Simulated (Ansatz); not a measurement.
`O[C](F)(F)[AlH2]` + H₂ → `OC(F)F` + `[AlH3]` at 298.15 K and 1 bar (hydrogenolysis of a C–Al bond).

Computed with Ansatz on PBE0-D4/def2-TZVP structures; ΔE is electronic, products minus reactants. CBS: MP2 limit from def2 TZ/QZ plus the TZ coupled-cluster correction, frozen cores. This one scheme is used for every species. Each species was taken in one conformer, which may not be the lowest.

```
           species  CCSD(T)/CBS energy (Eh)  H − E (kJ/mol)  S (J/(mol·K))
`O[C](F)(F)[AlH2]`               -556.60393           121.4          342.6
                H₂                 -1.17544            35.1          130.4
          `OC(F)F`               -314.01610           111.3          274.1
          `[AlH3]`               -243.78045            58.9          207.5
```

H − E and S are ideal-gas, rigid-rotor, harmonic terms from PBE0-D4/def2-TZVP, for one conformer and one mirror image of each species. For small species the MP2-based limit differs from directly extrapolated CCSD(T) by up to some mEh (0.8 for H₂); such offsets cancel only in part. 1 Eh = 2625.50 kJ/mol, R = 8.31446 J/(mol·K).

Task: By hand: ΔE, ΔH, ΔS and ΔG.

Result: ΔE = (-314.01610) + (-243.78045) − (-556.60393) − (-1.17544) = -0.01718 Eh = -45.1 kJ/mol. Δ(H − E) = 111.3 + 58.9 − 121.4 − 35.1 = 13.7, so ΔH = -31.4 kJ/mol. ΔS = 274.1 + 207.5 − 342.6 − 130.4 = 8.6 J/(mol·K). ΔG = -31.4 − 298.15 × (8.6)/1000 = -34.0 kJ/mol.

Task: By hand: the equilibrium constant, and the temperature at which ΔG would vanish if ΔH and ΔS stayed fixed.

Result: log₁₀ K = −ΔG/(RT ln 10) = 6.0. ΔH and −TΔS have one sign here, so there is no such temperature.

The number of gas molecules stays the same, so ΔS is small and ΔH decides. A doubt of 5 kJ/mol in ΔE shifts log₁₀ K by 0.9 here. Other conformers and mirror images would add mixing entropy, several J/(mol·K) or more a flexible species. Modes under 60 cm⁻¹, often nearly free rotors, make the harmonic entropy too high. These are equilibria of isolated gas molecules and say nothing of rates. Largest T1 diagnostic: 0.013 (customary marks: 0.02 for closed shells, 0.045 for open ones).

ΔS is within the doubt of such terms, so its sign, and with it that verdict, could turn.
